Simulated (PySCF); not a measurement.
# Working out the excitation energy of Ge

Ge [Ar] 3d10 4s2 4p2 (3P) → Ge [Ar] 3d10 4s1 4p2 5s1 (5P). Calculation: PySCF 2.14, in aug-cc-pVDZ-DK (6s5p3d, 36 functions); scalar relativity by spin-free X2C-1e. Frozen: [Ar] 3d10. Energies in hartree (1 hartree = 27.21139 eV):

```
             part    Ge (lower)    Ge (upper)
              UHF  -2096.959641  -2096.614571
MP2 opposite-spin     -0.033607      0.000000
    MP2 same-spin     -0.007340     -0.012116
```

Problem. What does Hartree-Fock give?

Solution. (-2096.614571) − (-2096.959641) = 0.345070 hartree = 9.390 eV.

Problem. What do MP2 and SCS-MP2 (6/5 opposite-spin, 1/3 same-spin) give?

Solution. The opposite-spin parts differ by 0.914 eV and the same-spin parts by -0.130 eV. MP2: 9.390 + (0.914) + (-0.130) = 10.174 eV. SCS-MP2: 9.390 + 1.2 × (0.914) + (-0.130)/3 = 10.443 eV.

The upper state lies above the first ionisation limit, but in LS coupling its spin forbids autoionisation to the ground ion. A Rydberg-like electron needs more diffuse functions than a valence basis has.

A double-zeta basis recovers only part of the correlation energy.
